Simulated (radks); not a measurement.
The rhenium ion Re+ inside a hard spherical wall (all orbitals vanish at R), configuration held at [Xe] 4f14 5d5 6s1 and not refilled when levels cross. Calculated with a radial shooting solver on a logarithmic mesh with Libxc functionals: scalar-relativistic Kohn-Sham, LDA (Slater exchange, VWN5 correlation), spin-polarised, spherical densities, point nucleus; open shells are filled with parallel spins first (spin-orbit coupling, left out, can overturn this in heavy ions). Eigenvalues in eV for spin up, with the zero of energy where the potential of the charges vanishes at infinity; a dash marks a level that is unbound or too diffuse for the functional's potential to be trusted. A positive occupied level is held by the wall or, in an anion where self-interaction has pushed it up, behind a barrier. The pressure on the wall is -dE/dV.

| R (bohr) | E (hartree) | kinetic (hartree) | e(5p) | e(4f) | e(5d) | e(6s) | e(6p, empty) | e(7s, empty) | pressure (GPa) |
|---|---|---|---|---|---|---|---|---|---|
| free | -16682.4558 | 18434.594 | -55.844 | -50.226 | -14.252 | -13.814 | -7.659 | -3.329 | 0 |
| 20 | -16682.4558 | 18434.594 | -55.844 | -50.226 | -14.252 | -13.814 | -7.659 | -3.328 | < 0.0001 |
| 15 | -16682.4558 | 18434.594 | -55.844 | -50.226 | -14.252 | -13.814 | -7.659 | -3.305 | < 0.0001 |
| 12 | -16682.4558 | 18434.594 | -55.844 | -50.226 | -14.252 | -13.814 | -7.659 | -3.162 | < 0.0001 |
| 10 | -16682.4558 | 18434.594 | -55.843 | -50.225 | -14.251 | -13.813 | -7.650 | -2.745 | 0.000404 |
| 6 | -16682.4455 | 18434.689 | -55.508 | -49.868 | -13.952 | -13.439 | -6.619 | 4.832 | 1.11 |
| 1.5 | -16634.0239 | 18609.326 | 72.655 | 67.432 | 149.90 | 354.69 | 417.62 | 864.21 | 152000 |
